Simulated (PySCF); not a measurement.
Calculation: PBE-D3(BJ)/def2-TZVP // PBE0-D4/def2-TZVP (PySCF). Gas-phase values, no solvent. 

Reference species (SMILES): `[CH3][AlH]` (neutral, multiplicity 2).

```
Item            Value
-------------  ------
dipole moment  0.72 D
```

Changed species: `[CH3][Al][CH3]` (radical fragment; the reference has radical fragment).

Question: Predict the effect on the dipole moment.

Answer: the dipole moment drops by 0.23 D, to 0.49 D.
